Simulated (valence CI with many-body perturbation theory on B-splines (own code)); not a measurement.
**E1 transitions of Rh30+**

Level of theory: relativistic CI+MBPT: five valence electrons over a frozen Dirac-Fock core [Ne], radial functions for each j: 11 s, 11 p, 10 d, 8 f, 5 g, 2 h, with the one-electron correlation potential Σ1, the two-electron term Σ2, the three-electron term Σ3, Breit, model QED; selected CI, second order for the rest, scaled by the run's own slope (own B-spline code, finite nucleus).

No measured spectrum was set against this ion. As an estimate, large intervals hold to a few tenths of a per cent, small ones and those within an open d or f shell to about a per cent. Among the levels kept, up to 3700 cm⁻¹ of a level comes from second order outside the variational space, and about a tenth of that is noise between levels of different J, which matters for small intervals.

Lines 151 to 200 of 580 in falling wavelength, among levels below 2922300 cm⁻¹, chosen from the strongest by gf and those to the six lowest levels. Wavelengths and rates use the calculated energies. Electric multipoles are in the length gauge with retardation, E1 and E2 with the static RPA response of the core. Weak lines are less certain than strong ones. Lines between different terms over intervals too small for the method are left out, as are lines whose strength nearly cancels. Where a level lies close to another of its J and parity, the split of strength between their lines is uncertain. The highest levels of a list are the least certain.

Levels are named by their leading jj configuration (3d3/2^4 stands for four electrons in 3d with j = 3/2), which in mixed levels can hold well under half, so a name can repeat and another be missing. Letters in brackets count levels of one name in rising energy.

| λ vac (Å) | Upper | Lower | A (s⁻¹) | S (a.u.) with core polarisation | S without |
| --- | --- | --- | --- | --- | --- |
| 93.31 | (3s^2 3p1/2 3d5/2^2) J=9/2 | (3s^2 3p1/2 3p3/2 3d5/2) J=7/2 [b] | 8.25e+10 | 3.31e-01 | 3.38e-01 |
| 93.31 | (3s 3p1/2 3p3/2^2 3d5/2) J=5/2 [i] | (3s^2 3p1/2 3p3/2 3d5/2) J=3/2 [c] | 3.62e+10 | 8.72e-02 | 8.91e-02 |
| 93.30 | (3s 3p1/2 3p3/2^2 3d5/2) J=7/2 [f] | (3s^2 3p1/2 3p3/2 3d5/2) J=5/2 [a] | 4.53e+10 | 1.45e-01 | 1.49e-01 |
| 93.12 | (3s 3p1/2 3p3/2^2 3d3/2) J=3/2 [e] | (3s^2 3p1/2 3p3/2 3d3/2) J=1/2 [a] | 2.92e+10 | 4.65e-02 | 4.76e-02 |
| 93.06 | (3s^2 3p3/2 3d3/2 3d5/2) J=7/2 [a] | (3s^2 3p1/2 3p3/2 3d5/2) J=5/2 [b] | 1.98e+10 | 6.31e-02 | 6.44e-02 |
| 92.98 | (3s 3p1/2 3p3/2^2 3d3/2) J=3/2 [f] | (3s^2 3p1/2 3p3/2 3d3/2) J=1/2 [a] | 3.56e+10 | 5.64e-02 | 5.77e-02 |
| 92.88 | (3s 3p1/2 3p3/2^2 3d3/2) J=3/2 [i] | (3s^2 3p3/2^2 3d3/2) J=5/2 | 4.57e+10 | 7.23e-02 | 7.40e-02 |
| 92.87 | (3s 3p1/2 3p3/2^2 3d5/2) J=7/2 [c] | (3s^2 3p1/2 3p3/2 3d3/2) J=5/2 [a] | 2.38e+10 | 7.54e-02 | 7.71e-02 |
| 92.73 | (3s 3p3/2^3 3d5/2) J=3/2 [a] | (3s^2 3p1/2 3p3/2 3d5/2) J=1/2 | 5.28e+10 | 8.32e-02 | 8.50e-02 |
| 92.59 | (3s^2 3p1/2 3d5/2^2) J=7/2 | (3s^2 3p1/2 3p3/2 3d5/2) J=7/2 [b] | 7.54e+09 | 2.36e-02 | 2.42e-02 |
| 92.51 | (3p1/2^2 3p3/2^2 3d3/2) J=7/2 | (3s 3p1/2^2 3p3/2 3d3/2) J=7/2 [a] | 1.10e+10 | 3.45e-02 | 3.53e-02 |
| 92.48 | (3s 3p3/2^3 3d5/2) J=7/2 [c] | (3s^2 3p3/2^2 3d3/2) J=5/2 | 1.28e+10 | 3.99e-02 | 4.08e-02 |
| 92.48 | (3s 3p1/2 3p3/2^2 3d5/2) J=5/2 [h] | (3s^2 3p1/2 3p3/2 3d5/2) J=3/2 [b] | 1.33e+10 | 3.11e-02 | 3.18e-02 |
| 92.46 | (3s^2 3p3/2 3d3/2 3d5/2) J=5/2 [d] | (3s^2 3p3/2^2 3d5/2) J=3/2 | 3.55e+10 | 8.30e-02 | 8.48e-02 |
| 92.44 | (3s^2 3p1/2 3p3/2 3d5/2) J=3/2 [b] | (3s^2 3p1/2 3p3/2^2) J=1/2 | 7.76e+08 | 1.21e-03 | 1.24e-03 |
| 92.40 | (3s^2 3p1/2 3d3/2 3d5/2) J=5/2 | (3s^2 3p1/2 3p3/2 3d3/2) J=3/2 [b] | 1.44e+10 | 3.37e-02 | 3.44e-02 |
| 92.38 | (3s^2 3p1/2 3d3/2 3d5/2) J=9/2 | (3s^2 3p1/2 3p3/2 3d5/2) J=9/2 | 3.03e+10 | 1.18e-01 | 1.21e-01 |
| 92.24 | (3s^2 3p3/2 3d3/2 3d5/2) J=5/2 [c] | (3s^2 3p3/2^2 3d5/2) J=5/2 [a] | 2.32e+10 | 5.38e-02 | 5.50e-02 |
| 92.20 | (3s^2 3p1/2 3d5/2^2) J=7/2 | (3s^2 3p1/2 3p3/2 3d3/2) J=5/2 [b] | 4.11e+10 | 1.27e-01 | 1.30e-01 |
| 92.08 | (3s^2 3p3/2 3d5/2^2) J=9/2 | (3s^2 3p3/2^2 3d3/2) J=7/2 | 2.56e+10 | 9.85e-02 | 1.01e-01 |
| 91.91 | (3s^2 3p3/2 3d3/2 3d5/2) J=5/2 [b] | (3s^2 3p3/2^2 3d3/2) J=5/2 | 3.65e+10 | 8.38e-02 | 8.57e-02 |
| 91.84 | (3s^2 3p1/2 3p3/2 3d5/2) J=5/2 [a] | (3s^2 3p1/2 3p3/2^2) J=3/2 | 2.25e+10 | 5.17e-02 | 5.28e-02 |
| 91.62 | (3s 3p1/2 3p3/2^2 3d5/2) J=1/2 [a] | (3s 3p1/2 3p3/2^3) J=3/2 | 2.99e+10 | 2.27e-02 | 2.32e-02 |
| 91.58 | (3s 3p1/2 3p3/2^2 3d5/2) J=7/2 [e] | (3s^2 3p1/2 3p3/2 3d5/2) J=9/2 | 1.24e+11 | 3.77e-01 | 3.86e-01 |
| 91.55 | (3s 3p1/2 3p3/2^2 3d3/2) J=3/2 [b] | (3s^2 3p1/2^2 3d3/2) J=3/2 [b] | 3.56e+10 | 5.39e-02 | 5.50e-02 |
| 91.53 | (3p1/2^2 3p3/2^2 3d3/2) J=7/2 | (3s 3p1/2^2 3p3/2 3d3/2) J=5/2 [a] | 8.35e+09 | 2.53e-02 | 2.58e-02 |
| 91.51 | (3s 3p1/2 3p3/2^2 3d5/2) J=5/2 [d] | (3s^2 3p1/2 3p3/2 3d3/2) J=7/2 | 1.47e+10 | 3.34e-02 | 3.42e-02 |
| 91.47 | (3s 3p1/2 3p3/2^2 3d5/2) J=3/2 [a] | (3s^2 3p1/2 3p3/2 3d3/2) J=5/2 [a] | 2.11e+10 | 3.18e-02 | 3.25e-02 |
| 91.47 | (3s^2 3p1/2 3p3/2 3d3/2) J=3/2 [b] | (3s^2 3p1/2 3p3/2^2) J=5/2 | 1.53e+10 | 2.31e-02 | 2.37e-02 |
| 91.12 | (3s^2 3p3/2 3d3/2 3d5/2) J=5/2 [a] | (3s^2 3p3/2^2 3d5/2) J=7/2 | 2.14e+10 | 4.80e-02 | 4.91e-02 |
| 91.11 | (3s 3p3/2^3 3d5/2) J=5/2 [b] | (3s^2 3p3/2^2 3d3/2) J=3/2 [b] | 7.72e+10 | 1.73e-01 | 1.77e-01 |
| 91.03 | (3s 3p1/2 3p3/2^2 3d5/2) J=5/2 [i] | (3s^2 3p1/2 3p3/2 3d5/2) J=3/2 [b] | 2.91e+10 | 6.50e-02 | 6.63e-02 |
| 91.03 | (3s 3p1/2 3p3/2^2 3d5/2) J=7/2 [d] | (3s^2 3p1/2 3p3/2 3d3/2) J=5/2 [a] | 1.23e+10 | 3.65e-02 | 3.73e-02 |
| 90.90 | (3s 3p1/2^2 3d3/2 3d5/2) J=9/2 | (3s 3p1/2^2 3p3/2 3d3/2) J=7/2 [a] | 3.40e+10 | 1.26e-01 | 1.29e-01 |
| 90.80 | (3s^2 3p1/2 3d3/2 3d5/2) J=3/2 [b] | (3s^2 3p1/2 3p3/2 3d5/2) J=3/2 [b] | 2.19e+10 | 3.23e-02 | 3.30e-02 |
| 90.76 | (3s 3p1/2 3p3/2^2 3d5/2) J=3/2 [f] | (3s^2 3p3/2^2 3d5/2) J=1/2 | 7.86e+10 | 1.16e-01 | 1.19e-01 |
| 90.69 | (3s^2 3p1/2 3p3/2 3d3/2) J=5/2 [b] | (3s^2 3p1/2 3p3/2^2) J=5/2 | 3.76e+10 | 8.31e-02 | 8.49e-02 |
| 90.68 | (3s 3p3/2^3 3d5/2) J=7/2 [b] | (3s^2 3p1/2 3p3/2 3d5/2) J=5/2 [b] | 5.34e+10 | 1.57e-01 | 1.61e-01 |
| 90.59 | (3s^2 3p3/2 3d3/2 3d5/2) J=5/2 [e] | (3s^2 3p3/2^2 3d5/2) J=5/2 [b] | 1.70e+10 | 3.74e-02 | 3.82e-02 |
| 90.48 | (3s^2 3p3/2 3d5/2^2) J=5/2 [a] | (3s^2 3p3/2^2 3d3/2) J=3/2 [a] | 1.10e+10 | 2.41e-02 | 2.46e-02 |
| 90.48 | (3s^2 3p3/2 3d3/2 3d5/2) J=3/2 [b] | (3s^2 3p3/2^2 3d3/2) J=3/2 [b] | 8.73e+10 | 1.28e-01 | 1.30e-01 |
| 90.47 | (3s 3p1/2 3p3/2^2 3d5/2) J=5/2 [b] | (3s^2 3p1/2 3p3/2 3d3/2) J=3/2 [a] | 6.00e+10 | 1.32e-01 | 1.35e-01 |
| 90.37 | (3s 3p1/2 3p3/2^2 3d5/2) J=7/2 [c] | (3s 3p1/2 3p3/2^3) J=5/2 | 1.31e+10 | 3.82e-02 | 3.91e-02 |
| 90.35 | (3s 3p3/2^3 3d5/2) J=5/2 [a] | (3s^2 3p1/2 3p3/2 3d3/2) J=3/2 [b] | 2.11e+10 | 4.60e-02 | 4.70e-02 |
| 90.33 | (3s 3p1/2^2 3p3/2 3d5/2) J=3/2 | (3s 3p1/2^2 3p3/2^2) J=1/2 | 3.00e+10 | 4.37e-02 | 4.46e-02 |
| 90.31 | (3s^2 3p1/2 3p3/2 3d5/2) J=7/2 [b] | (3s^2 3p1/2 3p3/2^2) J=5/2 | 3.68e+10 | 1.07e-01 | 1.09e-01 |
| 90.26 | (3s 3p1/2 3p3/2^2 3d5/2) J=3/2 [f] | (3s^2 3p1/2 3p3/2 3d5/2) J=5/2 [b] | 1.61e+10 | 2.33e-02 | 2.39e-02 |
| 90.20 | (3s^2 3p1/2 3p3/2 3d5/2) J=3/2 [c] | (3s^2 3p1/2 3p3/2^2) J=1/2 | 3.78e+10 | 5.48e-02 | 5.60e-02 |
| 90.20 | (3s^2 3p3/2 3d3/2 3d5/2) J=7/2 [c] | (3s^2 3p3/2^2 3d3/2) J=7/2 | 1.64e+10 | 4.75e-02 | 4.85e-02 |
| 90.08 | (3s 3p1/2 3p3/2^2 3d5/2) J=5/2 [c] | (3s^2 3p1/2 3p3/2 3d3/2) J=3/2 [a] | 2.26e+10 | 4.89e-02 | 5.00e-02 |
